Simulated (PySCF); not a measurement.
# [Er(H2O)5]3+ at several levels of theory

Computed with PySCF 2.14.0 (density fitting, no spin-orbit coupling) at the geometry relaxed with r2SCAN:

```xyz
16
[Er(H2O)5]3+ (singlet in the valence; each metal's 4f electrons, 11 of them, lie in its core potential, out of spins and levels)
Er   -0.0473    0.0000    0.0000
O    -0.4797   -0.0411    2.2609
H    -0.5998    0.7197    2.8702
H    -0.6064   -0.8233    2.8413
O    -0.4797    0.0412   -2.2609
H    -0.5998   -0.7196   -2.8702
H    -0.6063    0.8233   -2.8413
O     2.2218   -0.0001    0.0000
H     2.8297   -0.0174    0.7739
H     2.8297    0.0172   -0.7739
O    -0.7336    2.1989    0.0445
H    -0.1758    3.0086    0.0548
H    -1.6512    2.5523    0.0574
O    -0.7338   -2.1988   -0.0445
H    -1.6513   -2.5521   -0.0574
H    -0.1760   -3.0086   -0.0548
```

```tsv
level	basis	state	HOMO (eV)	gap (eV)	charge on Er1 (e)	population of f-type functions on Er1 (polarisation alone where 4f lies in the core)	dipole about the centre of mass (D)	largest force component (eV/Å)
r2SCAN	Er lcecp-1-SVP with ECP57, O def2-SVP, H def2-SVP	singlet	-22.03	7.58	1.50	0.04	0.15	0.07
r2SCAN	Er lcecp-1-TZVP with ECP57, O def2-TZVP, H def2-TZVP	singlet	-22.03	7.61	2.00	0.06	0.18	0.28
```

In the lcecp rows the 4f levels are missing from HOMO and gap, and the state counts the valence alone.

Charges are Mulliken's, which hang on the basis. The relaxation used the grid (50, 194), these runs (75, 302) or, all-electron (x2c bases, spin-free X2C Hamiltonian), (99, 590).

Task: Order these levels, in the first row's basis, by the HOMO–LUMO gap they give here, smallest first.
A. wB97X
B. PBE0
C. BLYP
D. M06-L

Result: C (6.82 eV), D (7.60 eV), B (9.70 eV), A (14.61 eV).

Task: And their other results?

Result: 
```
level    state  HOMO (eV)  gap (eV)  charge on Er1 (e)  population of f-type functions on Er1 (polarisation alone where 4f lies in the core)  dipole about the centre of mass (D)  largest force component (eV/Å)
 PBE0  singlet     -23.46      9.70               1.52                                                                                  0.05                                 0.14                            0.12
wB97X  singlet     -26.08     14.61               1.51                                                                                  0.05                                 0.12                            0.17
 BLYP  singlet     -21.44      6.82               1.29                                                                                  0.05                                 0.16                            0.43
M06-L  singlet     -22.03      7.60               1.65                                                                                  0.04                                 0.13                            0.17
```

In the first row's basis the gap widens with exact exchange: 6.8 to 7.6 eV for BLYP, r2SCAN, M06-L (none); 9.7 eV for PBE0 (a fixed share); 14.6 eV for wB97X (rising or full at long range).

No frequency check is given that shows the relaxed geometry to be a minimum. An lcecp potential fixes the number of 4f electrons, so in runs with it no electron can move into or out of that shell.
